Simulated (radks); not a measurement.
The numbers below are computed, except where a source is named.
La XI, 47 electrons, occupied as [Kr] 4d10 5s1 (the NIST ground configuration).

Level of theory: scalar-relativistic Kohn-Sham, BLYP, spin-polarised, spherical densities, finite nucleus; open shells are filled with parallel spins first (spin-orbit coupling, left out, can overturn this in heavy ions); Fermi nuclear charge, rms radius 4.855 fm (a radial shooting solver on a logarithmic mesh with Libxc functionals).

Energy parts (eV):
| part | energy |
|---|---|
| total | -230433.37 |
| kinetic | 243767.53 |
| electron-nucleus | -550752.16 |
| Hartree | 81974.07 |
| exchange-correlation | -5422.80 |

Orbitals (lengths in bohr, moments of r in powers of bohr; r(90%) holds 90 % of the orbital's charge):
| orbital | occ. | eigenvalue (eV) | <r> | <r^4> | <1/r> | r(90%) |
|---|---|---|---|---|---|---|
| 1s up | 1 | -38902.54 | 0.02507 | 1.918e-06 | 62.01 | 0.0452 |
| 1s down | 1 | -38902.42 | 0.02507 | 1.918e-06 | 62.01 | 0.0452 |
| 2s up | 1 | -6315.947 | 0.1074 | 0.0003184 | 14.28 | 0.166 |
| 2s down | 1 | -6315.873 | 0.1074 | 0.0003184 | 14.28 | 0.166 |
| 2p up | 3 | -5676.896 | 0.09422 | 0.0002323 | 13.55 | 0.153 |
| 2p down | 3 | -5676.820 | 0.09422 | 0.0002323 | 13.55 | 0.153 |
| 3s up | 1 | -1464.072 | 0.2851 | 0.01305 | 5.173 | 0.418 |
| 3s down | 1 | -1463.963 | 0.2851 | 0.01305 | 5.173 | 0.418 |
| 3p up | 3 | -1259.940 | 0.2830 | 0.01363 | 4.903 | 0.424 |
| 3p down | 3 | -1259.829 | 0.2830 | 0.01363 | 4.903 | 0.424 |
| 3d up | 5 | -966.5318 | 0.2597 | 0.01140 | 4.650 | 0.406 |
| 3d down | 5 | -966.4289 | 0.2597 | 0.01140 | 4.650 | 0.406 |
| 4s up | 1 | -407.2729 | 0.6505 | 0.3289 | 2.164 | 0.933 |
| 4s down | 1 | -407.0189 | 0.6502 | 0.3278 | 2.165 | 0.932 |
| 4p up | 3 | -340.4157 | 0.6870 | 0.4246 | 2.002 | 0.997 |
| 4p down | 3 | -340.1230 | 0.6864 | 0.4222 | 2.003 | 0.995 |
| 4d up | 5 | -243.3072 | 0.7504 | 0.6643 | 1.759 | 1.12 |
| 4d down | 5 | -242.8961 | 0.7487 | 0.6569 | 1.762 | 1.12 |
| 5s up | 1 | -162.7720 | 1.372 | 6.003 | 0.9818 | 1.92 |
| 5s down | 0 | -161.3159 | 1.375 | 6.085 | 0.9799 | 1.93 |

The highest occupied level is 5s up at -162.77 eV. The electron density at the nucleus is 3.649e+05 e/bohr^3 (large components only). The density falls to 0.001 e/bohr^3 at r = 2.39 bohr. Summed over all electrons, <r^2> = 14.36 bohr^2, which gives a Langevin (diamagnetic) susceptibility term of -11.4 x 10^-6 cm^3/mol. For comparison, the ionisation energy in NIST's Atomic Spectra Database is 168.8 eV (semi-empirical). In exact Kohn-Sham theory the highest level is minus the ionisation energy, but local and semilocal functionals leave it too shallow, through self-interaction and a potential that decays too fast; potentials with the right tail come closer.
